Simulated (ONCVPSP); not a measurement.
# carbon (C): excitation energies, all-electron against ONCV

- Element: carbon (C)
- Generator: ONCVPSP 4.0.1
- Type: optimised norm-conserving Vanderbilt (ONCV)
- Functional: PBE
- Relativity: fully relativistic
- Frozen core: [He]
- Valence charge: 4
- Reference configuration: 2s2 2p1 (charge +1)
- Partial waves: 2s: rc 0.90 bohr, ncon 4, nbas 9, qcut 9.4 1/bohr, 1 projector; 2p: rc 1.75 bohr, ncon 3, nbas 6, qcut 6.7 1/bohr, 2 projectors, debl 0.6 Ha; d scattering state at 0.11 Ha: rc 1.40 bohr, ncon 3, nbas 6, qcut 7.7 1/bohr, 3 projectors, debl 3.6 Ha
- Local potential: polynomial inside 0.80 bohr (lpopt 5, dvloc0 0 Ha)
- Core correction: Teter function, parameters optimised by the program

Open shells are filled in proportion to 2j + 1.

In the p channel the program set the typed energies aside and used -0.625, 0.250 Ha (j = l + 1/2; the other j can differ).

Energies are relative to the spin-unpolarised reference configuration 2s2 2p1; without spin polarisation the order of configurations can differ from experiment.

```json
{"valence configuration": "2s2 2p2", "charge": "0", "ΔE all-electron (eV)": "-10.861", "error AE − PS (meV)": "+17"}
{"valence configuration": "2s1 2p3", "charge": "0", "ΔE all-electron (eV)": "-2.383", "error AE − PS (meV)": "+45"}
```

**Question.** What are ΔE and the potential's error for 2s1 2p0?

**Answer.** ΔE = 72.350 eV all-electron; the error (AE − PS) is -62 meV.

**Question.** What are ΔE and the potential's error for 2s2 2p0?

**Answer.** ΔE = 24.156 eV all-electron; the error (AE − PS) is +54 meV.

Note: no bound ghost flagged; GHOST(+) flagged for d5/2 at 19.2 eV.
